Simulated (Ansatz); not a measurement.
A set of 12 reactions (ligand exchange), with CCSD(T)/CBS values in kJ/mol:

```csv
reaction,ΔE
`CC(C)[Si]F` + HCl → `F[Si]Cl` + `CCC`,-160.6
`[O]=[W]([OH])([F])([Cl])[Cl]` + H–F → `[O]=[W]([OH])([F])([F])[Cl]` + HCl,-12.5
`OB(F)[SiH2][SiH3]` + `CBO` → `CBO[SiH2][SiH3]` + `OBF`,-91.1
`CSS[SiH3]` + `[OH][In]([F])[SH]` → `[F][In]([SH])[O][SiH3]` + `CSS`,-40.9
`O[SiH2]O[SiH2]Cl` + `[OH][GeH3]` → `Cl[SiH2][O][GeH3]` + `O[SiH2]O`,-2.4
`O[SiH]1CS1` + HI → `I[SiH]1CS1` + H₂O,7.8
`C[SiH2][SiH2]S` + H₂Te → `S[SiH2][TeH]` + `C[SiH3]`,-62.7
`[SiH3][CH2][AlH][SiH3]` + H₂Te → `[SiH3][CH2][AlH][TeH]` + SiH₄,-132.4
`CC[SiH2]N` + `C=N` → `C=N[SiH2]N` + `CC`,-55.0
`[SiH3][NH][AlH][SiH2]Cl` + HBr → `Cl[SiH2]Br` + `[AlH2][NH][SiH3]`,-90.3
`[F][AlH][PH2]` + `OB(F)F` → `FB(F)OP` + `[F][AlH2]`,80.7
`BCB(C)F` + `BNC` → `BN(C)B(C)F` + `BC`,-68.6
```

Computed with Ansatz on PBE0-D4/def2-TZVP structures; ΔE is electronic, products minus reactants. CBS: MP2 limit from def2 TZ/QZ plus the TZ coupled-cluster correction, frozen cores. This one scheme is used for every species. DFT in def2-TZVPP. Elements past krypton have def2 core potentials. For Br, Ge, I, In, Te, W outer-core shells are correlated without core-valence functions, which leaves a few kJ/mol of doubt a bond. Scalar relativity is left out up to krypton. One conformer a species, not always the lowest.

(1) Give the mean, mean absolute and largest difference (level minus CCSD(T)/CBS, kJ/mol) for: PBE-D4, r2SCAN-D4, ωB97M-V, B2PLYP, PBE, PBE0, HF/def2-TZVPP, SCS-MP2/def2-TZVPP, CCSD/def2-TZVPP, CCSD(T)/def2-TZVPP, HF/def2-QZVPP, SCS-MP2/def2-QZVPP, MP2/CBS(def2), CCSD/CBS(def2). (Best estimate.)

The largest T1 diagnostic in the set is 0.021, for `[O]=[W]([OH])([F])([Cl])[Cl]` (customary mark 0.02).

CCSD(T)/CBS is a level of theory with its own doubt, and the functionals carry their triple-zeta basis error, so these figures describe this set and don't rank the functionals.

Results:

(1) The calculation gave: 
```csv
level,mean,mean absolute,largest
PBE-D4,8.1,10.2,22.6
r2SCAN-D4,1.9,5.6,-12.3
ωB97M-V,-1.0,4.4,-13.9
B2PLYP,-1.9,5.0,12.4
PBE,7.4,10.7,26.2
PBE0,4.8,7.4,18.1
HF/def2-TZVPP,-10.9,14.9,-28.4
SCS-MP2/def2-TZVPP,-3.4,4.9,-10.0
CCSD/def2-TZVPP,0.4,4.7,14.0
CCSD(T)/def2-TZVPP,1.8,3.7,10.7
HF/def2-QZVPP,-11.6,15.7,-30.8
SCS-MP2/def2-QZVPP,-4.5,5.5,-9.7
MP2/CBS(def2),-3.8,7.3,16.0
CCSD/CBS(def2),-1.4,2.1,-5.0
```
